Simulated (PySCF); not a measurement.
C3H5BO2, SMILES C(B(C=C)O)=O. Atoms are numbered in the order given.

```xyz
11

C      0.0117     2.5541     0.0000
C      0.7011     1.3972     0.0000
B     -0.0041     0.0165     0.0000
O     -1.3486    -0.1042     0.0000
C      0.7519    -1.4179     0.0000
O      0.0615    -2.4253     0.0000
H     -1.0850     2.5509     0.0000
H      0.5005     3.5356     0.0000
H      1.7990     1.4514     0.0000
H     -1.5590    -1.0599     0.0000
H      1.8728    -1.5245     0.0000
```
Charge 0, spin multiplicity 1.

Geometry optimised at r2SCAN-D4/def2-SVP. This is a generated structure with no PubChem entry under its InChIKey; it may be hypothetical. Other conformers were not sampled.

Level of theory: PBE/def2-TZVP (PySCF).

Gas-phase values at a fixed geometry.

total energy: -292.40398 hartree
point group: Cs
highest occupied level: -5.87 eV
lowest empty level: -3.58 eV
orbital gap: 2.29 eV
dipole moment: 1.88 D
quadrupole, principal values (traceless, Buckingham form, about the centre of nuclear charge): -3.16, -0.55, 3.71 D·Å
mean static polarisability: 58.4 bohr³ (8.65 Å³)
polarisability, principal values: 34.9, 59.1, 81.1 bohr³
